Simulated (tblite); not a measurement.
Species: C5H13NOSi2.
Cartesian coordinates in Å at the GFN2-xTB level; atoms count from 1:
```
atom  x, y, z in Å
C1    -3.499    0.520    0.014
C2    -2.329    0.790   -0.554
C3    -1.038    0.221   -0.176
C4    -1.029   -0.876    0.853
N5    -0.041    0.732   -0.781
C6     1.306    0.405   -0.707
Si7    1.693   -0.875   -2.097
O8     1.817   -0.200    0.472
Si9    2.230    0.526    1.860
H10   -4.405    0.997   -0.318
H11   -3.605   -0.175    0.830
H12   -2.267    1.508   -1.360
H13   -1.297   -0.474    1.830
H14   -1.764   -1.632    0.581
H15   -0.051   -1.340    0.924
H16    1.861    1.335   -0.888
H17    1.243   -0.333   -3.376
H18    0.969   -2.099   -1.756
H19    3.137   -1.101   -2.068
H20    3.221    1.577    1.612
H21    2.761   -0.624    2.578
H22    1.076    1.135    2.527
```

Method: GFN2-xTB as coded in tblite; computed harmonic values from a numerical Hessian at the method's own geometry, unscaled. Errors from tens to a few hundred cm⁻¹ against measured bands are possible. Modes of hydrogen on silicon can be 10 to 20 % off. One conformer, not necessarily the lowest.

Harmonic wavenumbers (cm⁻¹): 39.5, 63.9, 84.2, 91.8, 106.5, 121.3, 122.8, 170.9, 202.5, 216.2, 292.6, 319.7, 356.9, 459.1, 474.9, 530.8, 545.5, 601.9, 614.6, 661.7, 677.7, 734.5, 743.9, 750.6, 768.0, 769.6, 793.5, 806.6, 836.3, 849.3, 893.1, 962.0, 1002.3, 1015.2, 1025.4, 1041.0, 1107.9, 1166.7, 1248.3, 1279.0, 1325.2, 1381.3, 1411.5, 1473.8, 1482.1, 1658.8, 1689.8, 2223.0, 2254.3, 2278.8, 2279.3, 2294.2, 2332.6, 2858.9, 3003.5, 3016.4, 3075.4, 3086.7, 3107.2, 3130.0.

A = 1389, B = 775.3, C = 563.2 MHz; mass 159.054 u (most abundant isotopes); point group C1, symmetry number 1.

**Question.** Zero-point energy?

**Answer.** ½Σν̃ = 34956 cm⁻¹ = 99.94 kcal/mol.

**Question.** Entropy at 400 K, 1 bar (ideal gas, RRHO, classical rotation)?

**Answer.** Translation 42.59, rotation 31.53, vibration 58.28: S = 132.4 cal/(mol K).

**Question.** And Cp and H(400 K) − H(0)?

**Answer.** Cp = 62.50 cal/(mol K), of which vibrations give 54.56 (their classical limit is 60 R = 119.2); H(400 K) − H(0) = 14.89 kcal/mol without the zero-point energy, 11.71 from vibrations.

**Question.** What must be added to the electronic energy to get the Gibbs energy at 400 K and 1 bar?

**Answer.** ZPE + [H(400 K) − H(0)] − T·S = 99.94 + 14.89 − 52.96 = 61.87 kcal/mol.

**Question.** Blend soft modes into free rotors: weight 1/[1 + (100 cm⁻¹/ν̃)⁴] for the oscillator and the rest for a rotor with moment μB/(μ + B), μ = h/(8π²ν), B = 10⁻⁴⁴ kg m². What vibrational entropy results?

**Answer.** 53.29 cal/(mol K) in place of 58.28, which changes −T·S at 400 K by +1.99 kcal/mol.

**Question.** Which modes carry the vibrational entropy at 400 K?

**Answer.** 39.5 cm⁻¹: 5.87; 63.9 cm⁻¹: 4.91; 84.2 cm⁻¹: 4.37; 91.8 cm⁻¹: 4.20; 106.5 cm⁻¹: 3.91; 121.3 cm⁻¹: 3.65 cal/(mol K); the other 54 give 31.37 together.

Hindered rotation and anharmonicity are outside this model. Other conformers, if any are populated, would add a mixing term that is left out. The structure is chiral; the term R ln 2 for an equal mix with its mirror image is left out.
